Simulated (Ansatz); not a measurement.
Consider the cleavage of the B–Sn bond: `C[B](Br)[SnH3]` + CH₃OH → `COB(C)Br` + `[SnH4]`.

Computed with Ansatz on PBE0-D4/def2-TZVP structures; ΔE is electronic, products minus reactants. CCSD(T)/CBS is the MP2 limit (def2-TZVPP, def2-QZVPP) plus CCSD(T) − MP2 in def2-TZVPP, frozen cores. This one scheme is used for every species. Functionals use def2-TZVPP. def2 core potentials past Kr. For Br, Sn outer-core shells are correlated without core-valence functions, which leaves a few kJ/mol of doubt a bond. Scalar relativity is left out up to krypton. One conformer a species, not always the lowest.

Question: Is it downhill or uphill in electronic energy at CCSD(T)/CBS, and by how much? (Estimate.)

Answer: The calculation gave: Downhill: ΔE = -147.7 kJ/mol.

Question: What do these levels give: revPBE-D4, r2SCAN0-D4, ωB97X-V, B2PLYP, r2SCAN, r2SCAN0, LC-ωPBE, MP2/def2-SVP, MP2/def2-TZVPP, CCSD/def2-TZVPP, MP2/def2-QZVPP, SCS-MP2/def2-QZVPP? (Estimate.)

Answer: The calculation gave: revPBE-D4 -149.4, r2SCAN0-D4 -160.6, ωB97X-V -159.9, B2PLYP -160.9, r2SCAN -160.3, r2SCAN0 -160.7, LC-ωPBE -160.0, MP2/def2-SVP -182.1, MP2/def2-TZVPP -154.8, CCSD/def2-TZVPP -156.6, MP2/def2-QZVPP -150.3, SCS-MP2/def2-QZVPP -152.8 kJ/mol.

Largest T1 diagnostic among the species: 0.013.

Leaving LDA and LC-ωPBE aside and taking each functional with its dispersion term where it has one, the values, not all of them listed here, spread over 22.4 kJ/mol, from B97M-V to PBE-D4. LDA lies −16.2 kJ/mol from PBE without D4. From BLYP to BHLYP (50 % exact exchange), in def2-TZVPP and without D4, ΔE moves by −9.6 kJ/mol.
